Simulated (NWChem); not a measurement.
# C2H3F3O; SMILES FC(F)(F)OC

```xyz
9

C      0.0262     1.9451     0.0000
O      0.7690     0.7209     0.0000
C      0.0354    -0.4098     0.0000
F     -0.7735    -0.5062    -1.0881
F      0.8726    -1.4503     0.0000
F     -0.7735    -0.5062     1.0881
H     -0.6086     2.0229     0.9065
H     -0.6086     2.0229    -0.9065
H      0.7741     2.7572     0.0000
```
Atoms are numbered in this order, from 1.

Level: PBE-D3(BJ)/def2-SVP (NWChem), optimised geometry, unscaled harmonic frequencies. 

Q: List the harmonic frequencies with IR intensities, and the thermochemistry.

A: 
| frequency (cm⁻¹) | IR intensity (km/mol) |
|---|---|
| 93 | 2.3 |
| 158 | 2.3 |
| 260 | 4.4 |
| 421 | 0.3 |
| 434 | 4.3 |
| 574 | 7.1 |
| 597 | 1.6 |
| 642 | 0.4 |
| 829 | 8.0 |
| 1080 | 37.0 |
| 1130 | 82.6 |
| 1145 | 289.2 |
| 1151 | 73.8 |
| 1218 | 287.2 |
| 1282 | 521.5 |
| 1411 | 3.4 |
| 1426 | 78.5 |
| 1433 | 2.0 |
| 2972 | 27.3 |
| 3062 | 14.9 |
| 3114 | 5.8 |

| Quantity | Result |
|---|---|
| zero-point energy | 34.9 kcal/mol |
| thermal correction to the enthalpy at 298.15 K (with zero-point energy) | 39.2 kcal/mol |
| heat capacity Cv | 19.7 cal/(mol K) |
| entropy at 298.15 K and 1 atm (symmetry number 1) | 77.4 cal/(mol K) |
| dipole moment | 2.28 D |

Rigid rotor and harmonic oscillator; modes under 100 cm⁻¹ make the entropy uncertain.
